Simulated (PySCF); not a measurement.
## Correlation energy of O (oxygen, neutral)

[He] 2s2 2p3 3s1, high-spin 5S determinant (an excited configuration). Computed with PySCF 2.14 in aug-cc-pCVTZ-DK with one added diffuse shell each of s, p, d, f type (8s7p5d3f, 75 functions), with scalar relativity by spin-free X2C-1e. Frozen: 1s2; 6 electrons correlated.

```tsv
level	correlation energy (mhartree)
CCSD	-123.10
(T)	-2.23
CCSD(T)	-125.33
```

Diagnostics: T1 = 0.013, D1 = 0.0418, largest double amplitude 0.029.

The outer electron is Rydberg-like, and this basis confines it to a smaller radius and binds it less than a complete one would.

Cost of the coupled-cluster step: about 11 core-seconds, for 6 correlated electrons.

Iterations:

```
CC2 = 0
CCSD nocc = (np.int64(5), np.int64(1)), nmo = (74, 74)
frozen orbitals [[0], [0]]
max_cycle = 100
direct = 0
conv_tol = 1e-08
conv_tol_normt = 1e-06
diis_space = 8
diis_start_cycle = 0
Init t2, MP2 energy = -0.107485353071832
Init E_corr(UCCSD) = -0.107485353073873
cycle = 1  E_corr(UCCSD) = -0.119487356811564  dE = -0.0120020037  norm(t1,t2) = 0.0319554
cycle = 2  E_corr(UCCSD) = -0.12190212625865  dE = -0.00241476945  norm(t1,t2) = 0.0141531
cycle = 3  E_corr(UCCSD) = -0.123311035399611  dE = -0.00140890914  norm(t1,t2) = 0.00730243
cycle = 4  E_corr(UCCSD) = -0.123096428721154  dE = 0.000214606678  norm(t1,t2) = 0.000994922
cycle = 5  E_corr(UCCSD) = -0.123099351084688  dE = -2.92236353e-06  norm(t1,t2) = 0.000180619
cycle = 6  E_corr(UCCSD) = -0.123099105195774  dE = 2.45888914e-07  norm(t1,t2) = 2.99528e-05
cycle = 7  E_corr(UCCSD) = -0.123098777720885  dE = 3.27474889e-07  norm(t1,t2) = 8.57862e-06
cycle = 8  E_corr(UCCSD) = -0.123098802071873  dE = -2.43509873e-08  norm(t1,t2) = 1.90201e-06
cycle = 9  E_corr(UCCSD) = -0.123098790663558  dE = 1.14083142e-08  norm(t1,t2) = 3.67779e-07
cycle = 10  E_corr(UCCSD) = -0.123098791741643  dE = -1.07808415e-09  norm(t1,t2) = 9.70462e-08
UCCSD converged
E(UCCSD) = -74.7035177623226  E_corr = -0.1230987917416425
UCCSD(T) correction = -0.00223473958696759
```
